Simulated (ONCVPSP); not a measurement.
An all-electron radial function and its pseudo partner (magnesium)

Columns: radius, all-electron u(r) and pseudo u(r) of the 3s shell (level -4.71 eV) of magnesium in the configuration [Ne] 3s2; PBE, scalar-relativistic, ONCV scheme, ONCVPSP 4.0.1.

```tsv
r (bohr)	all-electron	pseudo
0.145	0.0478	0.0292
0.290	-0.1555	0.0582
0.435	-0.2399	0.0878
0.580	-0.2157	0.1198
0.725	-0.1319	0.1560
0.870	-0.0242	0.1966
1.015	0.0871	0.2400
1.160	0.1915	0.2844
1.305	0.2841	0.3285
1.450	0.3631	0.3728
1.595	0.4283	0.4179
1.740	0.4808	0.4631
1.885	0.5220	0.5059
2.030	0.5534	0.5426
2.175	0.5758	0.5704
2.320	0.5900	0.5880
2.465	0.5969	0.5965
2.610	0.5976	0.5976
2.755	0.5930	0.5930
2.900	0.5838	0.5838
3.045	0.5710	0.5710
3.190	0.5551	0.5551
3.335	0.5369	0.5368
3.480	0.5169	0.5168
3.625	0.4956	0.4956
3.770	0.4735	0.4735
```

Task: How many radial nodes do the two functions have?

Result: The all-electron 3s function has n − l − 1 = 2; the pseudo-wave has 0, since the states of the same l below it are removed with the core.

Task: At about which radius was the pseudo-wave matched?

Result: 2.90 bohr. The columns agree to 0.0005 from 2.46 bohr on; several derivatives are matched, so the curves merge somewhat inside the radius.

Task: Is the pseudo-wave norm-conserving?

Result: Yes: the ONCV scheme keeps the norm inside the radius equal to the all-electron one, which fixes the energy derivative of the logarithmic derivative at the level.
